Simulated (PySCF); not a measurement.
C₃H₃N₂, SMILES [c]1cnc[nH]1, multiplicity 2. Atoms are numbered in the order given.

```xyz
8

C      1.1774     0.1927     0.0000
C      0.2389     1.1923     0.0000
N     -1.0040     0.5925     0.0000
C     -0.8115    -0.7094     0.0000
N      0.5240    -1.0104     0.0000
H      0.3703     2.2713     0.0000
H     -1.5916    -1.4708     0.0000
H      0.9522    -1.9284     0.0000
```
Charge 0, spin multiplicity 2.

The structure is a stationary point at B3LYP-D3(BJ)/def2-SVP. The isomer is the one that the SMILES or the coordinates give; other isomers of the formula were not compared.

Level of theory: B3LYP-D3(BJ)/def2-SVP run with PySCF.

Frequencies are harmonic and unscaled.

Computed vibrational spectrum:
```json
[
 {"mode": "1", "ν (cm⁻¹)": "492", "IR (km/mol)": "4.4", "moving atoms (share of kinetic energy)": "C 40 %, N 36 %, H 24 %"},
 {"mode": "2", "ν (cm⁻¹)": "585", "IR (km/mol)": "102.4", "moving atoms (share of kinetic energy)": "H 66 %, C 28 %"},
 {"mode": "3", "ν (cm⁻¹)": "683", "IR (km/mol)": "2.1", "moving atoms (share of kinetic energy)": "N 39 %, H 32 %, C 29 %"},
 {"mode": "4", "ν (cm⁻¹)": "798", "IR (km/mol)": "16.6", "moving atoms (share of kinetic energy)": "H 68 %, C 28 %"},
 {"mode": "5", "ν (cm⁻¹)": "829", "IR (km/mol)": "14.3", "moving atoms (share of kinetic energy)": "H 76 %, C 23 %"},
 {"mode": "6", "ν (cm⁻¹)": "860", "IR (km/mol)": "39.1", "moving atoms (share of kinetic energy)": "N 48 %, C 44 %, H 8 %"},
 {"mode": "7", "ν (cm⁻¹)": "934", "IR (km/mol)": "11.5", "moving atoms (share of kinetic energy)": "C 46 %, N 46 %"},
 {"mode": "8", "ν (cm⁻¹)": "1075", "IR (km/mol)": "40.7", "moving atoms (share of kinetic energy)": "H 58 %, C 28 %, N 14 %"},
 {"mode": "9", "ν (cm⁻¹)": "1113", "IR (km/mol)": "8.5", "moving atoms (share of kinetic energy)": "H 60 %, C 27 %, N 13 %"},
 {"mode": "10", "ν (cm⁻¹)": "1180", "IR (km/mol)": "12.2", "moving atoms (share of kinetic energy)": "C 52 %, N 38 %, H 10 %"},
 {"mode": "11", "ν (cm⁻¹)": "1247", "IR (km/mol)": "3.1", "moving atoms (share of kinetic energy)": "H 73 %, C 21 %"},
 {"mode": "12", "ν (cm⁻¹)": "1335", "IR (km/mol)": "2.4", "moving atoms (share of kinetic energy)": "C 47 %, N 29 %, H 24 %"},
 {"mode": "13", "ν (cm⁻¹)": "1418", "IR (km/mol)": "6.4", "moving atoms (share of kinetic energy)": "N 41 %, H 32 %, C 27 %"},
 {"mode": "14", "ν (cm⁻¹)": "1450", "IR (km/mol)": "5.7", "moving atoms (share of kinetic energy)": "C 79 %, H 12 %, N 10 %"},
 {"mode": "15", "ν (cm⁻¹)": "1537", "IR (km/mol)": "17.5", "moving atoms (share of kinetic energy)": "C 54 %, N 28 %, H 18 %"},
 {"mode": "16", "ν (cm⁻¹)": "3238", "IR (km/mol)": "1.2", "moving atoms (share of kinetic energy)": "H 91 %, C 9 %"},
 {"mode": "17", "ν (cm⁻¹)": "3269", "IR (km/mol)": "0.3", "moving atoms (share of kinetic energy)": "H 91 %, C 9 %"},
 {"mode": "18", "ν (cm⁻¹)": "3646", "IR (km/mol)": "81.2", "moving atoms (share of kinetic energy)": "H 93 %"}
]
```
